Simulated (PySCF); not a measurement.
## TaO2(OH): from structure and modes to constants

All numbers come from PBE/[Ta def2-SVP with ECP60, O def2-SVP, H def2-SVP], scalar-relativistic core potentials, density fitting, no spin–orbit coupling, PySCF.

The singlet minimum has C1 symmetry. Masses (u): Ta 180.94800, O 15.99492, H 1.00782.

```xyz
5
charge 0 multiplicity 1, angstrom
Ta    0.0324   -0.1499   -0.0049
O     0.0846    0.4294    1.6508
O     1.3172    0.7220   -0.8266
O    -1.6236    0.4891   -0.7498
H    -2.2347    1.1649   -0.4100
```

Harmonic wavenumbers (cm⁻¹): 144.5 (a, ×1), 207.8 (a, ×1), 248.1 (a, ×1), 337.5 (a, ×1), 561.0 (a, ×1), 695.0 (a, ×1), 893.8 (a, ×1), 947.7 (a, ×1), 3787.6 (a, ×1).

Find the principal moments of inertia and the rotational constants. What kind of rotor is it?

About the centre of mass I = 82.174, 97.4, 139.38 u Å². With B = 16.8576/I this gives 0.2051, 0.1731, 0.1209 cm⁻¹. The molecule is an asymmetric top with κ = 0.24.

What is the harmonic zero-point energy?

Half the sum of all 9 wavenumbers, 7823/2 = 3911 cm⁻¹, which is 46.8 kJ/mol (1 cm⁻¹ = 0.0119627 kJ/mol).

Find the vibrational entropy and heat capacity at 298.15 K.

With u = 1.43878 ω/T, each mode gives S = R[u/(eᵘ−1) − ln(1−e⁻ᵘ)] and C = R u² eᵘ/(eᵘ−1)².
```json
{"ω (cm⁻¹)": "144.5", "u": "0.698", "S (J/(mol K))": "11.48", "C (J/(mol K))": "7.99"}
{"ω (cm⁻¹)": "207.8", "u": "1.003", "S (J/(mol K))": "8.63", "C (J/(mol K))": "7.65"}
{"ω (cm⁻¹)": "248.1", "u": "1.197", "S (J/(mol K))": "7.30", "C (J/(mol K))": "7.39"}
{"ω (cm⁻¹)": "337.5", "u": "1.629", "S (J/(mol K))": "5.12", "C (J/(mol K))": "6.70"}
{"ω (cm⁻¹)": "561.0", "u": "2.707", "S (J/(mol K))": "2.18", "C (J/(mol K))": "4.67"}
{"ω (cm⁻¹)": "695.0", "u": "3.354", "S (J/(mol K))": "1.31", "C (J/(mol K))": "3.51"}
{"ω (cm⁻¹)": "893.8", "u": "4.313", "S (J/(mol K))": "0.60", "C (J/(mol K))": "2.13"}
{"ω (cm⁻¹)": "947.7", "u": "4.573", "S (J/(mol K))": "0.48", "C (J/(mol K))": "1.83"}
{"ω (cm⁻¹)": "3787.6", "u": "18.278", "S (J/(mol K))": "0.00", "C (J/(mol K))": "0.00"}
```
The sums over all modes are S = 37.1 and C = 41.9 J/(mol K); the softest mode gives 31 % of the entropy.

Give the standard entropy (298.15 K, 1 bar) by its translational, rotational, vibrational and spin parts, and Cp.

Sackur–Tetrode with M = 229.94 u gives 176.7; rotation with symmetry number 1 gives 106.4; vibration 37.1; spin R ln 1 = 0.0. The total is 320.2 J/(mol K), and Cp = 4 R + 41.9 = 75.1 J/(mol K).

This need not be the most stable arrangement of these atoms. No spin–orbit coupling is included, which matters more the heavier the element.
